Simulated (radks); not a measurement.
Results of a calculation; reference values are marked as such.
Problem. These are the eigenvalues of the occupied orbitals of an atom or ion with whole-number occupations (hartree). Level of theory: scalar-relativistic Kohn-Sham, Slater X-alpha with alpha = 0.667, spin-polarised, spherical densities, finite nucleus; Fermi nuclear charge, rms radius of each element as measured or else 0.836 A^(1/3) + 0.57 fm (a radial shooting solver on a logarithmic mesh with Libxc functionals).

1s up: -3235.090
1s down: -3235.089
2s up: -579.5385
2s down: -579.5381
2p up: -497.6836
2p down: -497.6831
3s up: -139.8575
3s down: -139.8569
3p up: -116.3742
3p down: -116.3736
3d up: -92.31433
3d down: -92.31380
4s up: -32.39782
4s down: -32.39683
4p up: -24.69587
4p down: -24.69474
4d up: -15.75945
4d down: -15.75818
5s up: -6.29560
5s down: -6.29300
4f up: -5.88590
4f down: -5.88453
5p up: -4.15285
5p down: -4.14809
5d up: -1.77107
5d down: -1.75480
6s up: -1.36677

Which element is it, and in what charge state? The configuration may be excited. Open shells, if any, are filled with parallel spins first.

Solution. Z = 82, lead, charge +3: Pb3+ in [Xe] 4f14 5d10 6s1. The list shows which subshells hold electrons but not how many an open one holds; the 1s level, -3235.1 hartree, gives Z - s = 80.4 by -(Z - s)^2/2, which with screening and relativity narrows Z to a few neighbours, and the depths of the outer levels then fix element, charge and occupations together.
